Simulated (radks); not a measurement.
Values are calculated unless marked as measured or tabulated.
Species: Lu4+. Configuration: [Kr] 4d10 4f13 5s2 5p5.75 5d0.25 (fractional occupations, a model configuration).

Level of theory: Dirac Kohn-Sham, LDA (Slater exchange, Perdew-Wang correlation), spin-unpolarised, spherical densities, finite nucleus; open shells fill j = l - 1/2 first; Fermi nuclear charge, rms radius 5.37 fm (a radial shooting solver on a logarithmic mesh with Libxc functionals).

Energy parts (eV):
| part | energy |
|---|---|
| total | -396383.66 |
| kinetic | 441606.82 |
| electron-nucleus | -982556.62 |
| Hartree | 152499.15 |
| exchange-correlation | -7933.00 |

Orbitals (lengths in bohr, moments of r in powers of bohr; r(90%) holds 90 % of the orbital's charge):
orbital,occ.,eigenvalue (eV),<r^4>,<r^2>,r(90%)
1s1/2,2,-63138.21,7.093e-07,0.0005129,0.0351
2s1/2,2,-10784.33,0.0001079,0.007872,0.127
2p1/2,2,-10300.93,0.00006541,0.005645,0.112
2p3/2,4,-9184.762,0.00009212,0.006854,0.122
3s1/2,2,-2482.557,0.004040,0.05170,0.312
3p1/2,2,-2267.775,0.003590,0.04759,0.304
3p3/2,4,-2029.802,0.004630,0.05431,0.324
3d3/2,4,-1663.114,0.003193,0.04240,0.296
3d5/2,6,-1611.114,0.003452,0.04425,0.302
4s1/2,2,-533.6275,0.09696,0.2580,0.687
4p1/2,2,-446.0823,0.1072,0.2676,0.706
4p3/2,4,-391.5482,0.1390,0.3046,0.753
4d3/2,4,-247.0810,0.1857,0.3378,0.811
4d5/2,6,-237.0906,0.2019,0.3522,0.828
4f5/2,6,-59.3953,0.8363,0.5827,1.14
4f7/2,7,-57.7789,0.8997,0.6027,1.16
5s1/2,2,-106.3658,3.139,1.465,1.64
5p1/2,2,-81.0076,4.788,1.783,1.83
5p3/2,3.75,-73.1824,6.330,2.054,1.96
5d3/2,0.25,-39.7134,21.22,3.653,2.67
5d5/2,0,-38.9036,22.86,3.797,2.72

The highest occupied level is 5d3/2 at -39.713 eV. The density falls to 0.001 e/bohr^3 at r = 2.96 bohr. The electron density at the nucleus is 1.107e+06 e/bohr^3.
